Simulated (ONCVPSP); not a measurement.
**What one change does to a pseudopotential (Tc, ONCV)**

ONCVPSP 4.0.1 input, shortened (lines: element, Z, core and valence counts, functional; n l f; lmax; l rc ep ncon nbas qcut; lloc lpopt rc5 dvloc0; l nproj debl; icmod fcfact rcfact), PBE, scalar-relativistic:

```
  Tc 43.00    6    4        4      upf
    1    0    2.00
    2    0    2.00
    2    1    6.00
    3    0    2.00
    3    1    6.00
    3    2   10.00
    4    0    2.00
    4    1    6.00
    4    2    5.00
    5    0    2.00
    2
    0    1.95    0.00    4    8    6.00
    1    1.35    0.00    4    7    5.60
    2    2.45    0.00    4    9    7.00
    4    5    1.05    0.00
    0    2    3.00
    1    3    2.00
    2    2    1.80
    3    3.00    1.05
```

All-electron outer shells of the reference configuration (PBE, scalar-relativistic, ld1.x):

```tsv
shell	level (eV)	outermost node (bohr)	outermost maximum (bohr)
3d	-249.88	–	0.31
4s	-73.38	0.50	0.95
4p	-45.34	0.51	1.03
4d	-6.66	0.50	1.27
5s	-5.04	1.28	2.72
```

Change: p: nproj 1.

Cutoffs: the cutoffs (Ha) at which the residual kinetic energy of the hardest occupied pseudo-wave falls to 1 and 0.1 mHa per electron; they do not see the model core or the augmentation charge, which bear on the density cutoff. Errors are all-electron minus pseudo energies relative to the spin-unpolarised reference configuration.

Task: What does the change do?

Result: The potential gets neither clearly harder nor softer (61 Ha and 80 Ha → 61 Ha and 80 Ha); of the 4 tests that both files solve, the error grows in 1 and shrinks in 1 by more than 15 % and 0.3 meV (median size 7.1 → 6.7 meV); the range in which the p phases agree narrows (upper end at the end of the scan → 1.6); neither file shows a bound ghost.

| quantity | base | changed |
| --- | --- | --- |
| cutoff, loose | 61 Ha | 61 Ha |
| cutoff, tight | 80 Ha | 80 Ha |
| bound ghosts | none | none |
| GHOST(+) flags under 300 eV | s at 88.7 eV | s at 88.7 eV |
| error for 4s2 4p6 4d5 5s1, meV [ΔE 8.15 eV] | -2.2 | -2.2 |
| error for 4s2 4p6 4d5 5s0, meV [ΔE 23.01 eV] | -11 | -11 |
| error for 4s2 4p6 4d4 5s0, meV [ΔE 51.71 eV] | -2.9 | -1.3 |
| error for 4s2 4p6 4d4 5s2 5p1, meV [ΔE 6.61 eV] | +19 | +96 |
| s: phases at 1.97 bohr within 0.05 rad from the reference energy up to (Ha; the scan ends near 5) | 2.6 | 2.6 |
| p: phases at 1.37 bohr within 0.05 rad from the reference energy up to (Ha; the scan ends near 5) | to the end of the scan | 1.6 |
| d: phases at 2.49 bohr within 0.05 rad from the reference energy up to (Ha; the scan ends near 5) | 4.7 | 4.7 |
| rms error of d²Exc/dni dnj with the model core, mHa | 1.28 | 1.28 |
